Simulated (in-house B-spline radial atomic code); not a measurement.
Configurations of Br II (Br+), with energies counted from [Ar] 3d10 4s2 4p4. Method: non-relativistic PBE0, spin-polarised, spherical fractional occupations, point nucleus. Calculated with an all-electron radial atomic-structure program (B-spline basis). Shells without spins written out take the highest spin.

Caution: exact exchange at fractional occupations of open shells leaves self-interaction of up to several eV.

Occupations are held fixed; configurations that lie above the ionisation limit could autoionise.

```tsv
configuration	E - E(ref) (eV)	highest orbital	its <r> (bohr)
[Ar] 3d10 4s2 4p3 5s1	10.478	5s up	4.37
[Ar] 3d10 4s1 4p5	12.501	4p down	2
[Ar] 3d10 4s2 4p3 4f1	17.002	4f up	8.807
[Ar] 3d(4 up, 5 down) 4s2 4p(1 up, 3 down) 4d(0 up, 1 down)	87.404	4d down	3.255
[Ne] 3s2 3p5 3d10 4s2 4p5	177.77	4p down	1.887
[Ne] 3s2 3p(2 up, 3 down) 3d10 4s2 4p(2 up, 2 down) 5s(1 up, 0 down)	194.09	5s up	4.298
[Ne] 3s2 3p(2 up, 3 down) 3d10 4s2 4p(1 up, 3 down) 4f(1 up, 0 down)	198.47	4f up	8.936
```

Q: Order these further configurations by energy, lowest first.
A. [Ar] 3d9 4s2 4p5
B. [Ar] 3d9 4s2 4p4 4f1
C. [Ne] 3s2 3p5 3d10 4s2 4p4 5f1
D. [Ar] 3d10 4s2 4p(2 up, 2 down)
E. [Ar] 3d10 4s1 4p4 5p1

A: D (1.9012 eV), E (26.859 eV), A (72.009 eV), B (92.698 eV), C (199.53 eV).

Q: How far above the reference does [Ar] 3d10 4s2 4p3 5f1 lie?

A: 18.079 eV; its least bound orbital is 5f up with <r> = 14.94 bohr.

Q: How far above the reference does [Ar] 3d9 4s2 4p4 5d1 lie?

A: 91.672 eV; its least bound orbital is 5d up with <r> = 7.989 bohr.

Q: How far above the reference does [Ar] 3d10 4s(0 up, 1 down) 4p(3 up, 1 down) 5s(1 up, 0 down) lie?

A: 27.32 eV; its least bound orbital is 5s up with <r> = 4.355 bohr.
